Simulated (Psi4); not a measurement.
Approach curve of the dimer CH2O2 ··· O2S (SMILES O=CO and O=S=O). Monomers: optimised at B3LYP-D3(BJ) (def2-TZVP), held rigid. Orientation: lowest of the rigid-body minima from ten starts at GFN2-xTB. Only R, the distance of the centres of mass, is varied, so the lowest point isn't the relaxed dimer.

- PBE/def2-TZVP, counterpoise-corrected (Psi4)
- PBE-D3(BJ)/def2-TZVP, counterpoise-corrected (Psi4)
- B3LYP/def2-TZVP, counterpoise-corrected (Psi4)
- SAPT0/jun-cc-pVDZ, frozen core (Psi4)

Interaction energies in kcal/mol; the last columns give the difference from SAPT0:

```tsv
R / Å	PBE/def2-TZVP	PBE-D3(BJ)/def2-TZVP	B3LYP/def2-TZVP	SAPT0/jun-cc-pVDZ	PBE/def2-TZVP − SAPT0/jun-cc-pVDZ	PBE-D3(BJ)/def2-TZVP − SAPT0/jun-cc-pVDZ	B3LYP/def2-TZVP − SAPT0/jun-cc-pVDZ
2.51	6.13	4.10	8.31	-0.30	6.44	4.40	8.61
2.72	-1.12	-3.06	0.30	-5.85	4.73	2.79	6.15
2.89	-3.56	-5.36	-2.64	-7.87	4.31	2.51	5.22
3.14	-4.63	-6.20	-4.18	-8.47	3.84	2.27	4.29
3.38	-4.45	-5.78	-4.20	-7.66	3.22	1.89	3.47
3.72	-3.59	-4.60	-3.41	-5.90	2.31	1.30	2.49
4.19	-2.38	-3.01	-2.23	-3.80	1.43	0.79	1.58
4.95	-1.15	-1.42	-1.12	-1.89	0.74	0.47	0.77
5.93	-0.50	-0.59	-0.54	-0.87	0.38	0.28	0.33
7.19	-0.22	-0.25	-0.26	-0.39	0.17	0.14	0.14
```

PBE/def2-TZVP is furthest from SAPT0/jun-cc-pVDZ at 2.51 (6.44 kcal/mol, above); its mean absolute difference over the points is 2.76 kcal/mol.

PBE-D3(BJ)/def2-TZVP is furthest from SAPT0/jun-cc-pVDZ at 2.51 (4.40 kcal/mol, above); its mean absolute difference over the points is 1.68 kcal/mol.

B3LYP/def2-TZVP is furthest from SAPT0/jun-cc-pVDZ at 2.51 (8.61 kcal/mol, above); its mean absolute difference over the points is 3.30 kcal/mol.
